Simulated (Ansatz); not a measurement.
Consider the alkene loss: `CCO[SiH2]C` → `C[SiH2]O` + ethylene.

Calculated with Ansatz (gas phase, PBE0-D4/def2-TZVP geometries, no zero-point term in ΔE). CBS: MP2 limit from def2 TZ/QZ plus the TZ coupled-cluster correction, frozen cores. This one scheme is used for every species. DFT in def2-TZVPP. One conformer a species, not always the lowest.

```tsv
level	ΔE (kJ/mol)	difference from CCSD(T)/CBS
PBE-D4	76.5	12.0
r2SCAN-D4	77.4	12.9
ωB97M-V	72.1	7.6
B2PLYP	59.8	-4.7
PBE	67.3	2.8
r2SCAN	74.6	10.1
HF/def2-TZVPP	50.5	-14.0
MP2/def2-TZVPP	70.9	6.4
SCS-MP2/def2-TZVPP	64.7	0.2
CCSD/def2-TZVPP	65.4	0.9
CCSD(T)/def2-TZVPP	65.7	1.2
MP2/def2-QZVPP	70.1	5.6
SCS-MP2/def2-QZVPP	63.6	-0.9
HF/CBS(def2)	50.1	-14.4
MP2/CBS(def2)	69.7	5.2
CCSD/CBS(def2)	64.2	-0.3
CCSD(T)/CBS	64.5	0
```

Largest T1 diagnostic among the species: 0.011.

In def2-TZVPP, CCSD(T) changes the Hartree–Fock value by +15.2 kJ/mol (the triples alone add +0.3 kJ/mol) and MP2 by +20.4 kJ/mol. From PBE to PBE0 (25 % exact exchange), in def2-TZVPP and without D4, ΔE moves by +9.5 kJ/mol.
